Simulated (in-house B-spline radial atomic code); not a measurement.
Neutral bromine: [Ar] 3d10 4s2 4p5

Method: Dirac-Kohn-Sham PW91, spherical fractional occupations, Fermi nucleus of rms radius 4.1629 fm. Calculated with an all-electron radial atomic-structure program (B-spline basis).

Effective charges: Z_r = [3n² - l(l+1)]/(2<r>) from the radius, Z_e = n√(-2ε) from the energy, and Slater's rules. Values are occupation-weighted means over j. An effective charge above Z reflects the relativistic contraction of the inner shells.

| shell | electrons | ε (eV) | <r> (bohr) | Z_r | Z_e | Slater |
| --- | --- | --- | --- | --- | --- | --- |
| 1s | 2 | -13316 | 0.04275 | 35.09 | 31.28 | 34.70 |
| 2s | 2 | -1732.6 | 0.1893 | 31.70 | 22.57 | 30.85 |
| 2p | 6 | -1528.8 | 0.1653 | 30.24 | 21.20 | 30.85 |
| 3s | 2 | -237.97 | 0.5513 | 24.49 | 12.55 | 23.75 |
| 3p | 6 | -173.56 | 0.564 | 22.16 | 10.71 | 23.75 |
| 3d | 10 | -66.792 | 0.5905 | 17.78 | 6.65 | 13.85 |
| 4s | 2 | -20.201 | 1.673 | 14.34 | 4.87 | 7.60 |
| 4p | 5 | -7.9149 | 2.104 | 10.93 | 3.05 | 7.60 |

The least bound orbital is 4p3/2 at -7.748 eV, and it is also the most diffuse (<r> = 2.121 bohr).

Spin-orbit splittings of the orbital energies (j = l + 1/2 above j = l - 1/2 when positive): 2p 47.53 eV, 3p 6.842 eV, 3d 1.086 eV, 4p 0.4994 eV.

For the 1s electron the small component carries 1.61 % of the norm, the zero-frequency Breit interaction raises the level by 21.58 eV, self-energy by 11.39 eV, and vacuum polarisation lowers it by 1.163 eV.
